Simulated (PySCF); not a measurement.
SMILES B1NBNBN1, GFN2-xTB optimised geometry.

```
12

B     -0.86    -1.26     0.00
N     -1.50     0.00     0.00
B     -0.79     1.23     0.00
N      0.62     1.15     0.00
B      1.33    -0.07     0.00
N      0.56    -1.26     0.00
H     -1.47    -2.26     0.00
H     -2.51     0.03     0.00
H     -1.35     2.26     0.00
H      1.15     2.01     0.00
H      2.51    -0.11     0.00
H      1.04    -2.15     0.00
```

Density from PBE/def2-TZVP (PySCF 2.14.0) at that geometry.

Minimum of the electron density along straight lines between bonded atoms, close to the bond critical point (lines longer than 1.1 times the sum of covalent radii, or with two minima, are not listed):

```tsv
bond	length / Å	ρ at the minimum / e bohr⁻³	∇²ρ there / e bohr⁻⁵	position (fraction from the first atom)
B1–N2	1.417	0.207	0.47	0.33
N2–B3	1.417	0.207	0.47	0.67
B3–N4	1.417	0.207	0.47	0.33
N4–B5	1.417	0.207	0.47	0.67
B1–N6	1.417	0.207	0.47	0.33
B5–N6	1.417	0.207	0.47	0.33
B1–H7	1.175	0.189	-0.35	0.44
N2–H8	1.008	0.340	-1.67	0.73
B3–H9	1.175	0.189	-0.35	0.44
N4–H10	1.008	0.340	-1.67	0.73
B5–H11	1.175	0.189	-0.35	0.44
N6–H12	1.008	0.340	-1.67	0.73
```
